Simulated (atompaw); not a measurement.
## Pseudopotential generation for silicon: PAW (atompaw), PBE, scalar-relativistic.

| Item | Value |
| --- | --- |
| Element | Si |
| Generator | atompaw 4.2.0.5 |
| Type | PAW |
| Functional | PBE |
| Relativity | scalar-relativistic |
| Frozen core | [Ne] |
| Valence charge | 4 |
| Reference configuration | 3s2 3p1.5 (charge +0.5) |
| Partial waves | 3s (bound): rc 2.30 bohr; 3s channel at 0.05 Ry: rc 2.30 bohr; 3p (bound): rc 2.30 bohr; 3p channel at -0.25 Ry: rc 2.30 bohr |
| Local potential | troulliermartins scheme with l = 2 at 0 Ry, radius 2.10 bohr |
| Core correction | smooth core density matched at 1.30 bohr |
| Augmentation charge | sinc compensation charge, radius 1.90 bohr; PAW radius 2.30 bohr; waves and projectors: custom polynom2 7 10 vanderbiltortho |

All-electron outer shells of the reference configuration (PBE, scalar-relativistic, ld1.x):

```csv
shell,level (eV),outermost node (bohr),outermost maximum (bohr)
3s,-14.73,0.72,1.77
3p,-7.68,0.72,2.09
```

(1) Estimate the cutoffs (Ry, on a coarse ladder) from which the occupation-weighted sum of valence levels, in a spherical-Bessel basis at the reference potential, stays within 10 and 1 mRy of its value at 400 Ry.

(2) What does a ghost test show?

(3) Is the overlap operator S = 1 + Σ q|β⟩⟨β| positive definite (Bessel basis up to 400 Ry)?

## Answers

(1) 6 Ry and 12 Ry.

(2) No extra level below or beside the all-electron valence levels (s, p, d, f tested).

(3) Yes: its lowest eigenvalue is 0.19 (s channel).
